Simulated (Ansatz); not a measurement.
Computed with Ansatz on PBE0-D4/def2-TZVP structures; ΔE is electronic, products minus reactants. CCSD(T)/CBS adds triple-zeta CCSD(T) − MP2 to the extrapolated MP2 energy (def2 sets, frozen cores). This one scheme is used for every species. DFT in def2-TZVPP. Elements past krypton have def2 core potentials. For Ge, Te outer-core shells are correlated without core-valence functions, which leaves a few kJ/mol of doubt a bond. Scalar relativity is left out up to krypton. Each species was taken in one conformer, which may not be the lowest.

`OC[Te][GeH3]` + `[CH3][AlH][SH]` → `[CH3][AlH][S][GeH3]` + `OC[TeH]`  (ligand exchange at a Ge–Te bond)

```
        level  ΔE (kJ/mol)
      PBE0-D4         16.2
HF/def2-QZVPP         13.4
```

Question: What does CCSD(T)/CBS give? (Best estimate.)

Answer: The calculation gave: +15.6 kJ/mol. The listed levels differ from it by 0.6, -2.2 kJ/mol.

Largest T1 diagnostic among the species: 0.011.
